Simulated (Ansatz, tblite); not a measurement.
Cost and result up the ladder for `FC(F)(F)c1cnc(-c2cnc(-c3cnc(-c4cnc(-c5cnc(-c6cnc(C(F)(F)F)s6)s5)s4)s3)s2)s1` (44 atoms). Total charge 0; singlet. Geometry: PBE-D4/def2-SVP.

```xyz
44

F     3.879   -9.202    6.880
C     4.011   -7.991    6.295
F     4.240   -7.080    7.270
F     5.120   -8.022    5.519
C     2.783   -7.663    5.502
C     1.645   -8.440    5.345
N     0.664   -7.911    4.568
C     1.010   -6.721    4.106
C     0.165   -5.920    3.251
C    -1.111   -6.261    2.791
N    -1.725   -5.354    1.997
C    -0.968   -4.284    1.805
C    -1.367   -3.158    1.001
C    -2.579   -3.016    0.313
N    -2.742   -1.869   -0.383
C    -1.685   -1.078   -0.273
C    -1.583    0.209   -0.910
C    -2.550    0.813   -1.724
N    -2.236    2.033   -2.218
C    -1.036    2.427   -1.821
C    -0.438    3.682   -2.190
C     0.802    4.239   -1.859
N     1.070    5.460   -2.377
C     0.062    5.894   -3.121
C     0.078    7.172   -3.798
C     1.108    8.116   -3.776
N     0.887    9.249   -4.495
C    -0.285    9.214   -5.076
C    -0.841   10.319   -5.947
F     0.031   11.325   -6.064
F    -1.132    9.852   -7.186
F    -1.995   10.805   -5.428
S    -1.230    7.763   -4.784
S    -1.307    4.787   -3.223
S    -0.201    1.265   -0.778
S    -0.388   -1.740    0.735
S     0.598   -4.351    2.629
S     2.613   -6.178    4.620
H     1.516   -9.428    5.809
H    -1.599   -7.210    3.053
H    -3.360   -3.788    0.331
H    -3.511    0.334   -1.954
H     1.544    3.741   -1.216
H     2.042    7.968   -3.218
```

Ansatz on 2 threads of AMD EPYC 7R13 on a shared host and a share (18 GiB) of an NVIDIA H100 80GB HBM3; xTB runs through tblite on one thread. Times are rough, summed over both states, and most runs start from the orbitals of an earlier one. r2SCAN0-D4/def2-SVP serves as the yardstick here, not as an exact answer. The other state is a doublet.

The xTB rows come from tblite. Single mean-field runs in def2-SVP are fitted with def2-universal-jkfit.

Raw xTB energies of ions are shifted by several eV.

```csv
level,functions,vertical IE (eV),difference from r2SCAN0-D4/def2-SVP (eV)
GFN2-xTB,188,12.43,5.02
r2SCAN0-D4/def2-SVP,586,7.41,0.00
PBE0-D4/def2-SVP (with forces),586,7.34,-0.07
GFN1-xTB,194,12.71,5.30
PBE-D4/def2-SVP (with forces),586,6.95,-0.46
```

(1) Estimate how long each takes.

Results:

(1) GFN1-xTB 0.48 s; GFN2-xTB 0.55 s; PBE-D4/def2-SVP (with forces) 23 s; PBE0-D4/def2-SVP (with forces) 28 s; r2SCAN0-D4/def2-SVP 31 s. On shared hardware such times vary by a factor of up to 3.
